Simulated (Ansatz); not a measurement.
Spectroscopic constants of GeH, multiplicity 2 (the spin of the measured ground state). No spin–orbit coupling. Ge is treated without relativity.

The constants come from a fifth-degree fit in 1/R (seven points, main isotopes). Runs in def2 and cc sets follow the lowest solution found near the PBE0 minimum.

Correlated levels freeze the inner cores; with def2 sets outer-core shells near the valence are correlated too. CBS: X⁻³ extrapolation of the correlation energy, Hartree–Fock from the larger set.

The values were computed with Ansatz (Gaussian basis) for Hartree–Fock, density functionals and correlated methods. Values without a source in brackets are computed.

Q: What bond length and harmonic frequency does r2SCAN/def2-TZVPP give, and what D_e (from each atom's lowest state at the same level)?

A: r_e = 1.597 Å, ω_e = 1898 cm⁻¹, D_e = 2.95 eV.

Q: What bond length and harmonic frequency does CAM-B3LYP/def2-TZVPP give, and what D_e (from each atom's lowest state at the same level)?

A: r_e = 1.594 Å, ω_e = 1920 cm⁻¹, D_e = 3.01 eV.

Q: What bond length and harmonic frequency does CCSD(T)/CBS(def2-TZVPP, def2-QZVPP) give?

A: r_e = 1.582 Å, ω_e = 1917 cm⁻¹.

Measured for the ground state: r_e 1.588 Å, B_e 6.7259 cm-1, α_e 0.1916 cm-1 [Huber and Herzberg (1979), NIST Chemistry WebBook]. D_0 2.689 ± 0.05 eV (a handbook's tabulated 298 K bond energy less 3RT/2; such tables hold older values) [Luo, bond dissociation energies, CRC Handbook].

Ansatz is an electronic-structure program.
